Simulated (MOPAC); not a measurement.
Input for MOPAC: PM7 on GaH4N (SMILES [NH2][GaH2]), a point of a bond scan (R = 1.562 Å).

```
PM7 1SCF PRECISE CHARGE=0 THREADS=1
GaH4N

Ga     0.00714879 1    -0.17519761 1    -0.34209661 1
H     -1.29161170 1    -0.07691798 1    -1.20359600 1
H      1.33185945 1    -0.90944633 1    -0.72241143 1
N     -0.02676587 1     0.65595973 1     1.28084855 1
H     -0.82046562 1     1.16143064 1     1.63887754 1
H      0.74596657 1     0.66434142 1     1.92618506 1
```

Program output:

```
*******************************************************************************
 **                                                                           **
 **                              MOPAC v23.2.5                                **
 **                                                                           **
 *******************************************************************************
 ** MOPAC's Digital Object Identifier: https://doi.org/10.5281/zenodo.6511958 **
 **                                                                           **
 ** Please cite the open-source release paper for use of this MOPAC version:  **
 ** J. E. Moussa and J. J. P. Stewart (2026)                                  **
 ** MOPAC: An open-source semiempirical molecular orbital program             **
 ** J. Open Source Softw., 11(119), 8025, https://doi.org/10.21105/joss.08025 **
 *******************************************************************************

                              PM7 CALCULATION RESULTS

 *******************************************************************************
 *  PM7        - The PM7 Hamiltonian to be used
 *
 *
 *
 *                 CHARGE ON SYSTEM = 0
 *
 *
 *
 *  PRECISE    - TIGHTER CRITERIA TO BE USED
 *  1SCF       - DO 1 SCF AND THEN STOP
 *  THREADS=1  - MULTI-THREADING NOT USED
 *  T=         - A TIME OF 172800.0 SECONDS REQUESTED
 *  DUMP=N     - RESTART FILE WRITTEN EVERY 7200.0 SECONDS REQUESTED
 *******************************************************************************
PM7 1SCF PRECISE CHARGE=0 THREADS=1
 GaH4N

   ATOM   CHEMICAL          X               Y               Z
  NUMBER   SYMBOL      (ANGSTROMS)     (ANGSTROMS)     (ANGSTROMS)

     1      Ga          0.00714879  *  -0.17519761  *  -0.34209661  *
     2       H         -1.29161170  *  -0.07691798  *  -1.20359600  *
     3       H          1.33185945  *  -0.90944633  *  -0.72241143  *
     4       N         -0.02676587  *   0.65595973  *   1.28084855  *
     5       H         -0.82046562  *   1.16143064  *   1.63887754  *
     6       H          0.74596657  *   0.66434142  *   1.92618506  *



          CARTESIAN COORDINATES

    NO.       ATOM           X           Y           Z

     1        Ga          0.0071     -0.1752     -0.3421
     2         H         -1.2916     -0.0769     -1.2036
     3         H          1.3319     -0.9094     -0.7224
     4         N         -0.0268      0.6560      1.2808
     5         H         -0.8205      1.1614      1.6389
     6         H          0.7460      0.6643      1.9262

 General Reference for PM7:
 "Optimization of Parameters for Semiempirical Methods VI: More Modifications to the
 NDDO Approximations and Re-optimization of Parameters", J. J. P. Stewart, J. Mol. Mod., 1:32, 19 (2013)
 https://link.springer.com/article/10.1007/s00894-012-1667-x

           Empirical Formula: H4 N Ga  =     6 atoms



      MOLECULAR POINT GROUP   :   C2v


      RHF CALCULATION, NO. OF DOUBLY OCCUPIED LEVELS = 6


 -------------------------------------------------------------------------------
 PM7 1SCF PRECISE CHARGE=0 THREADS=1
 GaH4N



     1SCF WAS SPECIFIED, SO BFGS WAS NOT USED
     SCF FIELD WAS ACHIEVED


                              PM7 CALCULATION
                                                       MOPAC v23.2.5 Linux




          FINAL HEAT OF FORMATION =         -0.39772 KCAL/MOL =      -1.66406 KJ/MOL


          COSMO AREA              =         83.31 SQUARE ANGSTROMS
          COSMO VOLUME            =         64.32 CUBIC ANGSTROMS

          IONIZATION POTENTIAL    =          9.172337 EV
          HOMO LUMO ENERGIES (EV) =         -9.172  1.409
          NO. OF FILLED LEVELS    =          6
          MOLECULAR WEIGHT        =         87.7733         POINT GROUP:  C2v

          MOLECULAR DIMENSIONS (Angstroms)

            Atom       Atom       Distance
            H     5    H     3     3.80746
            H     6    H     2     3.61594
           Ga     1    H     3     0.00000


          SCF CALCULATIONS        =          1





   ATOM   CHEMICAL          X               Y               Z
  NUMBER   SYMBOL      (ANGSTROMS)     (ANGSTROMS)     (ANGSTROMS)

     1      Ga          0.00714879  *  -0.17519761  *  -0.34209661  *
     2       H         -1.29161170  *  -0.07691798  *  -1.20359600  *
     3       H          1.33185945  *  -0.90944633  *  -0.72241143  *
     4       N         -0.02676587  *   0.65595973  *   1.28084855  *
     5       H         -0.82046562  *   1.16143064  *   1.63887754  *
     6       H          0.74596657  *   0.66434142  *   1.92618506  *

                             CARTESIAN COORDINATES

   1   Ga        0.007148790    -0.175197610    -0.342096610
   2    H       -1.291611700    -0.076917980    -1.203596000
   3    H        1.331859450    -0.909446330    -0.722411430
   4    N       -0.026765870     0.655959730     1.280848550
   5    H       -0.820465620     1.161430640     1.638877540
   6    H        0.745966570     0.664341420     1.926185060


           Empirical Formula: H4 N Ga  =     6 atoms



      MOLECULAR POINT GROUP   :   C2v


                  EIGENVALUES
 -34.34650 -18.85227 -15.82763 -12.64673 -10.78141  -9.17234   1.40863   3.06523
   3.67025   4.58626   6.99919   7.71278


              NET ATOMIC CHARGES AND DIPOLE CONTRIBUTIONS

  ATOM NO.   TYPE          CHARGE      No. of ELECS.   s-Pop       p-Pop
    1         Ga           0.290316        2.7097     1.15981     1.54987
    2          H           0.027844        0.9722     0.97216
    3          H           0.027844        0.9722     0.97216
    4          N          -0.887707        5.8877     1.58114     4.30657
    5          H           0.270851        0.7291     0.72915
    6          H           0.270851        0.7291     0.72915
 DIPOLE           X         Y         Z       TOTAL
 POINT-CHG.     0.033    -0.798    -1.558     1.751
 HYBRID        -0.028     0.676     1.319     1.483
 SUM            0.005    -0.122    -0.239     0.268


          ATOMIC ORBITAL ELECTRON POPULATIONS

     Atom    s        px        py        pz
    1 Ga   1.15981   0.80470   0.28980   0.45537
    2  H   0.97216
    3  H   0.97216
    4  N   1.58114   1.27568   1.66952   1.36137
    5  H   0.72915
    6  H   0.72915

 **********************
 *                    *
 * JOB ENDED NORMALLY *
 *                    *
 **********************




 == MOPAC DONE ==
```

The run finished.

Cost: about 0.020 core-seconds (a rough figure).
